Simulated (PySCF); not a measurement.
Computed shifts of a molecule C4H8OS, KT2/pcSseg-1 in PySCF, GIAO, gas phase, equivalent atoms averaged, in ppm (number of nuclei): ¹³C: 188.5 (1), 35.5 (1), 33.2 (1), 15.1 (1). ¹H: 3.07 (2), 2.56 (3), 1.58 (3). References: ¹³C against TMS (σ = 185.1 ppm); ³³S against H2S (σ = 723.0 ppm); ¹⁷O against H2O (σ = 330.4 ppm); ¹H against TMS (σ = 31.47 ppm), references at their B3LYP-D3(BJ)/def2-TZVP geometries, non-relativistic. The structure is a stationary point at B3LYP-D3(BJ)/def2-SVP. The geometry has at least one imaginary mode, so it is a saddle point at that level. One conformer was computed; it need not be the lowest.

Problem. Identify the compound among the candidates.
A. CC[C@H]1OCS1
B. C[C@H]1O[C@H](C)S1
C. CCSC(C)=O
D. CC1(C)OCS1

Solution. C, CCSC(C)=O
